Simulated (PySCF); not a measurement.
Compound: C4H3F3GeO.
Cartesian coordinates in Å at the PBE0-D3(BJ)/def2-SVP level; atoms count from 1:
```xyz
12
C4H3F3GeO angstrom
C      3.363   -0.233    0.104
C      2.248    0.245    0.177
Ge     0.493    0.938    0.263
C     -0.687   -0.473   -0.560
O     -0.313   -1.241   -1.396
C     -2.147   -0.513   -0.065
F     -2.921   -1.263   -0.823
F     -2.172   -0.981    1.183
F     -2.630    0.734   -0.046
H      4.351   -0.653    0.034
H      0.379    2.205   -0.594
H      0.076    1.208    1.713
```

Computed with TDDFT CAM-B3LYP/def2-SVPD, vertical, gas phase, core orbitals frozen in the response (PySCF 2.14.0, density-fitted response routines). Relativistic effects, spin–orbit coupling among them, are left out although an element past zinc is present.

Ground-to-excited transition dipoles (e·a0, same axes as the geometry; the sign carries no meaning), for the states with f of 0.002 or more among the lowest 10:

```json
{"state": "S3", "E (hartree)": "0.2267", "μx": "0.019", "μy": "-0.169", "μz": "-0.005"}
{"state": "S4", "E (hartree)": "0.2273", "μx": "-0.135", "μy": "-0.087", "μz": "-0.099"}
{"state": "S5", "E (hartree)": "0.2358", "μx": "0.210", "μy": "-0.068", "μz": "-0.041"}
{"state": "S7", "E (hartree)": "0.2624", "μx": "0.570", "μy": "0.079", "μz": "0.082"}
{"state": "S8", "E (hartree)": "0.2728", "μx": "0.621", "μy": "0.387", "μz": "0.201"}
{"state": "S9", "E (hartree)": "0.2783", "μx": "0.376", "μy": "0.021", "μz": "0.190"}
{"state": "S10", "E (hartree)": "0.2897", "μx": "-0.028", "μy": "0.000", "μz": "0.099"}
```

Problem. What oscillator strength does each state have?

Solution. f = (2/3) ΔE |μ|² with ΔE in hartree (27.2114 eV).

```csv
state,|μ|² (au),|μ| (D),f
S3,0.029,0.43,0.004
S4,0.036,0.48,0.005
S5,0.051,0.57,0.008
S7,0.338,1.48,0.059
S8,0.575,1.93,0.105
S9,0.178,1.07,0.033
S10,0.011,0.26,0.002
```

Problem. What angle do the transition dipoles of S8 and S9 make?

Solution. |cos θ| = |μa·μb| / (|μa| |μb|) = 0.87, so θ ≈ 29° (taken between 0 and 90°, since the signs are arbitrary).

Problem. What peak molar absorption coefficient would the strongest computed level give as a lone Gaussian band 0.3 eV wide at half height?

Solution. ε(max) = 2.175×10⁸ f / FWHM, with the width in cm⁻¹. S8: 2.175×10⁸ × 0.1047 / 2420 ≈ 9400 L mol⁻¹ cm⁻¹.

All these states lie below the vertical ionisation energy of 10.11 eV (ΔSCF).

One conformer stands for the species.
